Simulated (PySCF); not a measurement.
Ionisation energy along the 9-electron series

Calculated with PySCF 2.14 and a two-component X2C-1e Hamiltonian (Gaussian nucleus, no Breit or QED terms), each ion in its own even-tempered basis scaled to its charge; GMP2 freezes nothing and drops the highest virtual spinors. Values in eV. NIST values: (m) measured, (s) semi-empirical, (t) theoretical.

```json
{"ion": "Sb⁴²⁺", "configuration": "[He] 2s2 2p5", "GHF (spin-free)": "7011.2", "GMP2 (spin-free)": "7012.8", "GHF (screened spin-orbit)": "6934.7", "GMP2 (screened spin-orbit)": "6936.2", "NIST": "6929 ± 4 (t)"}
{"ion": "Te⁴³⁺", "configuration": "[He] 2s2 2p5", "GHF (spin-free)": "7331.8", "GMP2 (spin-free)": "7333.4", "GHF (screened spin-orbit)": "7248.2", "GMP2 (screened spin-orbit)": "7249.7", "NIST": "7243 ± 4 (t)"}
{"ion": "I⁴⁴⁺", "configuration": "[He] 2s2 2p5", "GHF (spin-free)": "7660.0", "GMP2 (spin-free)": "7661.6", "GHF (screened spin-orbit)": "7568.8", "GMP2 (screened spin-orbit)": "7570.3", "NIST": "7563 ± 4 (t)"}
```

Between Z = 51 and Z = 53 the GMP2 (screened spin-orbit) value grows as Z to the power 2.27.
